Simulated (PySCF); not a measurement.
CH4BClFN, SMILES CNB(F)Cl.

Geometry: r2SCAN-D4/def2-SVP. This is a generated structure with no PubChem entry under its InChIKey; it may be hypothetical. The values are those of a single conformer.

Calculation: r2SCAN-D4/def2-SVP (PySCF).

Frequencies are harmonic and unscaled.

### Question
List the normal modes with their intensities. (Estimate from the structure and the level; the computed values follow.)

### Answer

```
mode  ν (cm⁻¹)  IR (km/mol)  Raman (Å⁴/amu)  depolarisation  moving atoms (share of kinetic energy)
----  --------  -----------  --------------  --------------  --------------------------------------
1          143          0.1             0.2            0.75                                  H 92 %
2          154          0.7             0.0               –          N 38 %, H 28 %, C 18 %, Cl 9 %
3          207          0.4             0.5            0.70  F 29 %, C 25 %, H 19 %, Cl 13 %, B 9 %
4          334          9.2             1.4            0.68         F 42 %, C 18 %, Cl 15 %, N 13 %
5          435          2.4             3.2            0.25         Cl 49 %, F 16 %, N 14 %, C 13 %
6          575          7.7             1.2            0.75                           B 78 %, H 8 %
7          621        104.1             1.5            0.75                          H 83 %, N 12 %
8          717         28.8             4.5            0.10  N 35 %, F 31 %, H 13 %, B 13 %, Cl 8 %
9         1053         57.7             2.3            0.17          B 34 %, C 31 %, N 18 %, H 14 %
10        1097         38.3             2.0            0.63             H 68 %, F 8 %, B 8 %, C 8 %
11        1141          0.3             1.3            0.75                          H 75 %, C 19 %
12        1201        237.8             5.0            0.46          H 31 %, B 27 %, N 18 %, C 17 %
13        1381        129.2             1.3            0.37                   H 49 %, B 37 %, F 8 %
14        1446         58.7            11.3            0.41                          H 78 %, C 15 %
15        1471          6.9            18.7            0.75                                  H 97 %
16        1478         29.0            25.6            0.61                                  H 86 %
17        1578        318.4             3.8            0.35                  N 38 %, B 32 %, H 27 %
18        3019         62.9           195.4            0.04                                  H 97 %
19        3094         27.4           118.3            0.75                          H 90 %, C 10 %
20        3163          5.5            55.5            0.72                           H 91 %, C 9 %
21        3629         39.0            61.9            0.23                                  H 93 %
```
